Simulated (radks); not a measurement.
Question: The mean radii <r> (bohr) of the occupied orbitals of an atom or ion are listed with their occupations. All-electron calculation, Dirac Kohn-Sham, BLYP, spin-unpolarised, spherical densities, point nucleus. Program: a radial shooting solver on a logarithmic mesh with Libxc functionals.

orbital  occ.      <r>
1s1/2       2  0.05409
2s1/2       2   0.2447
2p1/2       2   0.2131
2p3/2       4   0.2163
3s1/2       2   0.7283
3p1/2       2   0.7513
3p3/2       4   0.7602
3d3/2     2.4   0.8397
3d5/2     3.6   0.8431

Name the element and its charge. Open shells, if any, are shared by 2j + 1.

Answer: Z = 28, nickel, charge +4: Ni4+ in [Ar] 3d6. The 1s radius gives Z: for a bare nucleus <r> = (2 gamma + 1)/(2Z) with gamma = sqrt(1 - (Z/c)^2), 0.05282 bohr for Z = 28, and screening makes it slightly larger (0.05409 here). The occupations add up to 24, and the charge is Z minus that.
